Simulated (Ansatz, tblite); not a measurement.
Removing and adding an electron: the cluster Ba₂Se₂ (the lowest singlet isomer of a short search). Charge 0, multiplicity 1. Geometry: PBE-D4/def2-SVP. Ansatz, gas phase; energy differences of separate SCF runs; the oxidised species was run as a doublet alone; the reduced species was run as a doublet alone.

```xyz
4

Ba   -1.503    0.329    1.378
Ba    1.511   -0.339   -1.367
Se   -1.076   -1.603   -0.791
Se    1.069    1.613    0.780
```

In the def2 sets Ba takes a core potential; there is no spin–orbit coupling. The xTB rows come from tblite. HOMO above LUMO, or a gap near zero within one spin, warns that the state may not be the lowest or that an electron is smeared out. The structure comes from a short search, and lower isomers may exist.

```
              level  −HOMO (eV)  vertical IE (eV)  −LUMO (eV)  vertical EA (eV)  HOMO–LUMO gap (eV)  IE − EA (eV)                                                                   remarks
           GFN2-xTB        9.31             11.45        8.02              6.18                1.28          5.27                                                                         –
   PBE-D4/def2-TZVP        3.98              6.21        1.77                 –                2.20             –                                gap within one spin near zero (+1 doublet)
  PBE-D4/def2-TZVPD        3.99                 –        1.78              0.63                2.21             –  HOMO above zero (-1 doublet), gap within one spin near zero (-1 doublet)
r2SCAN-D4/def2-TZVP        4.07              6.25        1.26                 –                2.81             –                                                                         –
```

(1) Estimate the rows for GFN1-xTB, r2SCAN-D4/def2-TZVPD, PBE0-D4/def2-TZVP, PBE0-D4/def2-TZVPD.

Answers

(1) 
```csv
level,−HOMO (eV),vertical IE (eV),−LUMO (eV),vertical EA (eV),HOMO–LUMO gap (eV),IE − EA (eV),remarks
GFN1-xTB,9.05,10.80,7.30,6.39,1.75,4.41,–
r2SCAN-D4/def2-TZVPD,4.07,–,1.26,0.53,2.82,–,"HOMO above zero (-1 doublet), gap within one spin near zero (-1 doublet)"
PBE0-D4/def2-TZVP,4.80,6.33,1.24,–,3.56,–,–
PBE0-D4/def2-TZVPD,4.81,–,1.25,0.53,3.56,–,HOMO above zero (-1 doublet)
```

   A HOMO above zero means that the electron is unbound at that level or that self-interaction error raises the level; the energy of removing that electron tells which. Raw xTB energy differences between charge states are shifted by several eV; the methods need an empirical correction for them.
